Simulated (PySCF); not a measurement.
A structure optimised at B3LYP-D3(BJ)/def2-SVP, used in a PySCF frequency run:

```
Sb
Br 1 2.5873
Si 1 2.6071 2 91.18
H 3 1.4887 1 110.34 2 50.72
H 3 1.4897 4 110.22 1 119.72
H 3 1.4943 4 109.76 5 120.42
Si 1 2.6071 2 91.18 3 90.68
H 7 1.4887 1 110.34 2 -50.72
H 7 1.4897 8 110.22 4 -147.87
H 7 1.4943 8 109.76 9 -120.42
```
Charge 0, spin multiplicity 1.

Q: Write its SMILES, formula and point group.

A: [SiH3][Sb]([SiH3])[Br], BrH6SbSi2, Cs

Q: What are its rotational constants (standard atomic weights)?

A: 1.4110, 0.91291, 0.78194 GHz
